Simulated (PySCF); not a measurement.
# Assignment exercise: C₃H₉N₃OSi₂

Atom-mapped SMILES (the numbers label the heavy atoms): `[N:1]#[C:2][C@@H:3]1[O:4][CH2:5][Si@H:6]([NH2:7])[NH:8][SiH2:9]1` (H(Xn): hydrogen on atom n). Ha(C5), Ha(Si9) are cis to C2 on the ring; Hb(C5), Hb(Si9) are trans to C2 on the ring.

- structure optimised with GFN2-xTB
- shieldings: GIAO PBE0/pcSseg-1
- code: PySCF 2.14
- non-relativistic Hamiltonian, one conformer, fast rotation and ring inversion assumed for equivalent nuclei, isolated molecule

Shifts are taken against calculated references (same method and geometry level): ¹³C, ¹H vs TMS.

Problem. Assign these signals to the numbered atoms. ¹³C{¹H} NMR (computed): δ 125.1 (C), 60.5 (CH2), 55.6 (CH).

Solution. 
125.1 → C2, nitrile carbon: C≡N carbons fall here, among the sp2 signals but without a proton
60.5 → C5, sp3 CH2 bonded to O and Si: deshielded by the electronegative neighbour
55.6 → C3, sp3 CH bonded to O and Si, α to a nitrile: deshielded by the electronegative neighbour

Problem. Assign these signals to the numbered atoms. ¹H NMR (500 MHz, computed): δ 5.13 (m, 1H), 5.11 (m, 1H), 4.81 (m, 1H), 4.37 (m, 1H), 4.03 (m, 1H), 3.94 (m, 1H), 1.71 (br s, 2H), 0.36 (br s, 1H).

Solution. 
5.13 → Ha(Si9), hydrogen on a silicon bonded to C, N, in a 6-membered ring
5.11 → Hb(Si9), hydrogen on a silicon bonded to C, N, in a 6-membered ring
4.81 → H(Si6), hydrogen on a silicon bonded to C, 2 N, in a 6-membered ring
4.37 → H(C3), hydrogen on an sp3 CH bonded to O and Si, α to a nitrile: its carbon carries O, hence the downfield position
4.03 → Hb(C5), hydrogen on an sp3 CH2 bonded to O and Si: its carbon carries O, which withdraws density
3.94 → Ha(C5), hydrogen on an sp3 CH2 bonded to O and Si
1.71 → H(N7), hydrogen on a nitrogen bonded to Si: exchangeable, gas-phase position
0.36 → H(N8), hydrogen on a nitrogen bonded to 2 Si, in a 6-membered ring: labile proton, position sensitive to the medium

Ha(Si9) and Hb(Si9); Hb(C5) and Ha(C5) lie closer than the usual error of such a calculation, so a measured spectrum could show them in the other order.

OH/NH shifts are gas-phase values; hydrogen bonding in solution moves them, usually downfield. Shifts are as computed. Against solution values, carbons near 30 ppm lie about +3 ppm off and those near 130 ppm about +5 ppm. Of 1211 compounds with measured shifts, 218 miss one by over three times the rms of a fit or turn the order of signals round; such compounds aren't used in these exercises. Multiplicities follow the n + 1 count of equivalent neighbours, as no J values were calculated; m marks all less simple cases, F and P coupling included.
